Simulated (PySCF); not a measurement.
Excitations are Tamm–Dancoff values on a coarser integration grid. The basis has no diffuse functions, so Rydberg states are missing or too high.

Cartesian coordinates (Å):
```xyz
21

B     -1.7907     0.4475     0.9568
C     -0.9743     0.1029    -0.3631
C     -2.1493     0.1589    -1.2288
N     -3.1356     0.2246    -1.8380
C     -0.3421    -1.3017    -0.3590
C      0.8416    -1.3368     0.6008
C      1.8744    -0.2673     0.2627
C      1.2469     1.1214     0.2096
C      0.0656     1.1704    -0.7524
H     -2.2930    -0.4440     1.5965
H     -1.9557     1.6009     1.2712
H     -1.0965    -2.0516    -0.0777
H     -0.0029    -1.5500    -1.3798
H      1.3031    -2.3367     0.5889
H      0.4740    -1.1805     1.6326
H      2.3230    -0.4977    -0.7205
H      2.6998    -0.2874     0.9918
H      0.9008     1.4078     1.2207
H      1.9973     1.8733    -0.0810
H      0.4141     0.9789    -1.7822
H     -0.4008     2.1670    -0.7490
```
Charge 0, spin multiplicity 1.

**Question.** Predict the dipole moment, T1 excitation (TDA), HOMO–LUMO gap, S1–T1 gap (TDA), S1 excitation (TDA), HOMO, total energy and LUMO from PySCF with TPSSh-D3(BJ)/def2-TZVP // PBE0-D3(BJ)/def2-SVP.

**Answer.** 
```
Property                    Value
-------------------  ------------
dipole moment              4.31 D
T1 excitation (TDA)       4.37 eV
HOMO–LUMO gap             5.59 eV
S1–T1 gap (TDA)           0.84 eV
S1 excitation (TDA)       5.21 eV
HOMO                     -7.96 eV
total energy         -353.7190 Ha
LUMO                     -2.37 eV
```
